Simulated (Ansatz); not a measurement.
C₂H₄ClOSi, SMILES `C=C[Si](O)Cl` radical. Total charge 0; spin multiplicity 2. Geometry: relaxed with PBE0-D4/def2-TZVP. It is one conformer, not always the lowest.

```xyz
9

C     1.555    0.040    0.282
C     0.512    0.828    0.020
Si   -1.088    0.169   -0.617
O    -1.070   -1.455   -0.368
Cl   -2.669    1.060    0.381
H     1.493   -1.038    0.178
H     2.505    0.443    0.619
H     0.611    1.905    0.126
H    -1.849   -1.953   -0.622
```

(1) What is the dipole moment at ωB97M-V/def2-TZVPP? (Estimate.)

(2) And with PBE, r2SCAN, B3LYP? (An estimate is asked.)

(3) Give the Mulliken charges with ωB97M-V, PBE, r2SCAN in def2-TZVPP. (An estimate is asked.)

Results:

(1) Computed: 1.29 D, with components (0.72, -0.84, -0.66) D in this frame, pointing from negative to positive charge.

(2) Computed: PBE 1.20 D, r2SCAN 1.27 D, B3LYP 1.25 D.

(3) The calculation gave: 
| atom | ωB97M-V | PBE | r2SCAN |
| --- | --- | --- | --- |
| C1 | -0.18 | -0.18 | -0.13 |
| C2 | -0.20 | -0.15 | -0.20 |
| Si3 | 0.44 | 0.38 | 0.51 |
| O4 | -0.34 | -0.31 | -0.38 |
| Cl5 | -0.22 | -0.23 | -0.26 |
| H6 | 0.11 | 0.10 | 0.09 |
| H7 | 0.11 | 0.10 | 0.08 |
| H8 | 0.10 | 0.09 | 0.07 |
| H9 | 0.18 | 0.19 | 0.20 |

B3LYP here is the variant with VWN-RPA as its local correlation; programs differ in this.
